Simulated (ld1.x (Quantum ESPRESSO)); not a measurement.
## Reading a pseudo-wave (selenium (Se))

Columns: radius, all-electron u(r) and pseudo u(r) of the 4p shell (level -7.13 eV) of selenium in the configuration [Ar] 3d10 4s1 4p5; PBE, scalar-relativistic, ultrasoft scheme, ld1.x (Quantum ESPRESSO) 7.5.

```csv
r (bohr),all-electron,pseudo
0.082,0.1850,0.0045
0.165,0.1081,0.0183
0.248,-0.1011,0.0407
0.330,-0.2570,0.0706
0.413,-0.3173,0.1079
0.495,-0.2945,0.1504
0.578,-0.2167,0.1980
0.660,-0.1107,0.2481
0.742,0.0066,0.3000
0.825,0.1252,0.3531
0.908,0.2366,0.4056
0.990,0.3358,0.4557
1.072,0.4226,0.5033
1.155,0.4975,0.5481
1.238,0.5597,0.5888
1.320,0.6096,0.6244
1.402,0.6488,0.6551
1.485,0.6788,0.6806
1.568,0.7000,0.7002
1.650,0.7133,0.7133
1.733,0.7201,0.7201
1.815,0.7211,0.7211
1.898,0.7172,0.7172
1.980,0.7093,0.7093
2.062,0.6981,0.6981
2.145,0.6839,0.6839
```

**Question.** How many radial nodes do the two functions have?

**Answer.** The all-electron 4p function has n − l − 1 = 2; the pseudo-wave has 0, since the states of the same l below it are removed with the core.

**Question.** At about which radius was the pseudo-wave matched?

**Answer.** 1.65 bohr, where the columns begin to agree (steps of 0.08 bohr).

**Question.** Is the pseudo-wave norm-conserving?

**Answer.** No, it belongs to an ultrasoft set: the norm inside the radius is not constrained, and the difference is carried by the augmentation charge.
